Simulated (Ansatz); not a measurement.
CdClH$_{2}$N (`[NH2][Cd][Cl]`). The species carries charge 0 and has multiplicity 1. Cd: def2 effective core potential. All single points use the PBE0-D4/def2-TZVP geometry. It is one conformer, not always the lowest.

```xyz
5

N     0.487    0.897    0.460
Cd   -0.223   -0.662   -0.586
Cl   -0.907   -2.378   -1.914
H    -0.253    1.547    0.702
H     0.897    0.596    1.338
```

(1) What is the dipole moment at r2SCAN/def2-TZVPP? (An estimate is asked.)

(2) And with PBE, B3LYP, ωB97M-V? (An estimate is asked.)

(3) Give the Mulliken charges with r2SCAN, B3LYP, PBE in def2-TZVPP. (Best estimate.)

Results:

(1) Computed: 2.69 D, with components (0.03, 1.52, 2.22) D in this frame, pointing from negative to positive charge.

(2) The calculation gave: PBE 2.61 D, B3LYP 2.62 D, ωB97M-V 2.58 D.

(3) The calculation gave: 
```tsv
atom	r2SCAN	B3LYP	PBE
N1	-0.59	-0.56	-0.54
Cd2	0.73	0.72	0.64
Cl3	-0.44	-0.43	-0.40
H4	0.15	0.13	0.15
H5	0.15	0.13	0.15
```

B3LYP here is the variant with VWN-RPA as its local correlation; programs differ in this.
